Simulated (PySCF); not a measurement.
C₃H₆BNO.

```xyz
12

C     -2.2488    -0.0533    -0.3082
B     -0.7030     0.0100    -0.0719
C      0.1887     0.5356     1.1327
N      1.5657     0.2514     0.6862
C      1.4671    -0.2824    -0.4540
O      0.2093    -0.4738    -0.9992
H     -2.5083    -0.2950    -1.3495
H     -2.7424     0.8887    -0.0196
H     -2.6784    -0.8377     0.3404
H     -0.0070     0.0321     2.0960
H      0.0761     1.6147     1.3400
H      2.2988    -0.6216    -1.0803
```
Charge 0, spin multiplicity 1.

Geometry optimised at ωB97X-D3(BJ)/def2-SVP. This is a generated structure with no PubChem entry under its InChIKey; it may be hypothetical. Other conformers were not sampled.

Calculation: KT2/pcSseg-1 (PySCF). Non-relativistic, no solvent.

Task: Give the absolute GIAO shielding of each atom: isotropic value and principal components (ppm). (An estimate is asked for; the answer gives what the named calculation found.)

Result: 
```csv
atom,σ(iso),σ11,σ22,σ33,span
C1,184.0,166.4,190.9,194.6,28.2
B2,43.3,-19.7,51.1,98.5,118.2
C3,128.9,111.8,114.2,160.6,48.9
N4,-20.5,-243.3,-41.4,223.3,466.7
C5,30.1,-63.7,63.8,90.4,154.1
O6,18.2,-106.1,-42.0,202.7,308.7
H7,30.2,25.7,28.3,36.4,10.7
H8,30.3,26.3,28.6,35.9,9.6
H9,30.5,27.0,27.9,36.7,9.7
H10,27.7,24.0,27.4,31.9,8.0
H11,27.8,23.9,27.4,32.1,8.2
H12,24.1,20.8,24.6,27.0,6.3
```
